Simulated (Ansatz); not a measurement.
Z-matrix (Å, degrees):
```
Sn
Cl 1 2.297
Br 1 2.442 2 108.9
Br 1 2.442 2 108.9 3 120.0
Br 1 2.442 2 108.9 3 -120.0
```

Total charge 0; spin multiplicity 1. Sn: def2 effective core potential.

Question: List the ωB97M-V/def2-TZVPP orbital energies in eV (the Gaussian-basis code of Ansatz). (Best estimate.)

Answer: Computed: Occupied: -13157.50, -13157.50, -13157.50, -2772.56, -1709.82, -1709.82, -1709.82, -1538.03, -1538.03, -1538.02, -1537.96, -1537.96, -1537.96, -1537.96, -1537.96, -1537.96, -262.93, -242.66, -242.66, -242.66, -200.42, -200.27, -200.27, -182.37, -182.37, -182.37, -182.13, -182.13, -182.13, -182.13, -182.13, -182.13, -145.59, -100.16, -100.16, -100.15, -75.73, -75.73, -75.73, -75.66, -75.66, -75.66, -75.66, -75.66, -75.66, -75.48, -75.48, -75.48, -75.48, -75.48, -75.48, -33.82, -33.79, -33.79, -33.66, -33.66, -26.17, -25.14, -24.67, -24.67, -17.30, -13.67, -13.46, -13.46, -12.09, -12.09, -11.58, -11.57, -11.57, -11.30, -11.30, -11.19. Lowest empty: -1.45, 1.42, 1.44, 1.44, 3.60, 3.60, 3.75, 4.31.
